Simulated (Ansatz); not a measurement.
Molecule: sum formula Si2H2Cl3 (charge -1, singlet). It need not be the lowest isomer of its formula. Whether it binds its extra electron was not tested at this geometry. 
Structure (B3LYP-D3(BJ)/def2-TZVP (Ansatz, a program for electronic structure) minimum search):
SMILES: [SiH2-][Si](Cl)(Cl)Cl
```xyz
7

Si     2.3476    -0.1035     0.7581
Si     0.1373    -0.0192     0.0192
Cl    -0.4894    -0.8575    -1.8427
Cl    -1.2381    -0.9305     1.3623
Cl    -0.6234     1.9607    -0.1465
H      2.3805    -1.5900     0.3987
H      2.7975     0.3712    -0.6247
```
Charge -1, spin multiplicity 1.

Basis-set convergence of Hartree-Fock and CCSD correlation energies (hartree) with Ansatz. Cores are frozen in the correlated levels unless marked. No spin-orbit coupling. No relativistic terms.

| basis | functions | E(HF) | E(corr, CCSD) |
|---|---|---|---|
| aug-cc-pV(D+d)Z | 178 | -1957.74191 | -0.72807 |
| aug-cc-pV(T+d)Z | 321 | -1957.80337 | -0.90484 |
| aug-cc-pV(Q+d)Z | 537 | -1957.81788 | -0.96612 |

Extrapolating the two largest sets (X = 3 and 4) as X^-3: E(corr) = (64·(-0.96612) - 27·(-0.90484))/37 = -1.0108 Eh, an estimate of the basis-set limit. The largest set recovers 95.6 % of it, the smallest 72.0 %.
